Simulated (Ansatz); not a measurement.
Two isomers of C2H4FIn: A = `[F][In]1[CH2][CH2]1`, B = `C=[CH][InH][F]`.

Isolated molecules relaxed with PBE0-D4/def2-TZVP in Ansatz; ΔE leaves out vibrations. CBS: MP2 limit from def2 TZ/QZ plus the TZ coupled-cluster correction, frozen cores. DFT in def2-TZVPP. B3LYP here is the variant with VWN-RPA as its local correlation; programs differ in this. Elements past krypton have def2 core potentials. For In outer-core shells are correlated without core-valence functions, which leaves a few kJ/mol of doubt a bond. Each species was taken in one conformer, which may not be the lowest.

Task: Which is lower in electronic energy at CCSD(T)/CBS, and by how much? (Estimate.)

Result: Ansatz gave: B, by 139.6 kJ/mol.

Task: Give E(B) − E(A) in kJ/mol with B3LYP-D4, CCSD(T)/def2-TZVPP, ωB97M-V, r2SCAN-D4, CCSD(T)/def2-SVP, CCSD/def2-TZVPP, PBE-D4. (An estimate is asked.)

Result: Computed: B3LYP-D4 -156.8, CCSD(T)/def2-TZVPP -143.0, ωB97M-V -148.6, r2SCAN-D4 -143.0, CCSD(T)/def2-SVP -154.8, CCSD/def2-TZVPP -149.1, PBE-D4 -132.2. None reverses the order clearly.

Task: Does the order hold for the free energy at 298.15 K (harmonic terms from PBE0-D4)? (Best estimate.)

Result: Computed: Yes: G(B) − G(A) = -146.6 kJ/mol, for one conformer each. Modes under 60 cm⁻¹, often nearly free rotors, make the harmonic entropy too high.

Largest T1 diagnostic: 0.015.

From PBE to PBE0 (25 % exact exchange), in def2-TZVPP and without D4, E(B) − E(A) moves by −4.8 kJ/mol. In def2-TZVPP, CCSD(T) changes the Hartree–Fock value by +44.8 kJ/mol (the triples alone add +6.1 kJ/mol) and MP2 by +54.2 kJ/mol.
